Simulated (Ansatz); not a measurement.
Reaction: CH6SSi (SMILES CS[SiH3]) → CH5SSi (SMILES S(C)[SiH2], doublet) + H (doublet) (the H-Si bond breaks)
Each species at its own B3LYP-D3(BJ)/def2-TZVP minimum (Ansatz, an electronic-structure program).

Property: bond dissociation energy (electronic), in kcal/mol. UHF or UKS for unpaired electrons; spin-orbit terms are left out. CBS(X,Y): correlation extrapolated as X^-3, Hartree-Fock from the larger set. A bracket is a step between two methods taken in the basis named. The functionals are non-relativistic, so their misses hold any scalar relativity. Double hybrids freeze cores in their MP2 part. '+ core + X2C': CCSD(T) terms for core correlation (cc-pwCVTZ, 1s frozen past Ne) and scalar relativity (cc-pVTZ-DK). For partners of very few electrons the exact lower level stands in for a higher one.

CCSD(T)/CBS(cc-pV(T+d)Z,cc-pV(Q+d)Z) + [CCSDT(Q) - CCSD(T)]/cc-pV(D+d)Z + core + X2C (Ansatz) gives 94.4 kcal/mol.

### Question
How far off this value is PBE/def2-TZVPD (Ansatz), in which direction, and which of these levels come nearer: r2SCAN/def2-TZVPD, B3LYP/def2-TZVPD, PBE0/def2-TZVPD, B2PLYP/def2-TZVPD, CCSD(T)/CBS(cc-pV(T+d)Z,cc-pV(Q+d)Z) + core + X2C?

### Answer
PBE gives 87.0 kcal/mol, 7.4 kcal/mol below it. Differences of the others: r2SCAN/def2-TZVPD (Ansatz) -5.5; B3LYP/def2-TZVPD (Ansatz) -2.8; PBE0/def2-TZVPD (Ansatz) -5.6; B2PLYP/def2-TZVPD (Ansatz) -2.8; CCSD(T)/CBS(cc-pV(T+d)Z,cc-pV(Q+d)Z) + core + X2C (Ansatz) 0.1 kcal/mol. Nearer than PBE: r2SCAN/def2-TZVPD, B3LYP/def2-TZVPD, PBE0/def2-TZVPD, B2PLYP/def2-TZVPD, CCSD(T)/CBS(cc-pV(T+d)Z,cc-pV(Q+d)Z) + core + X2C.
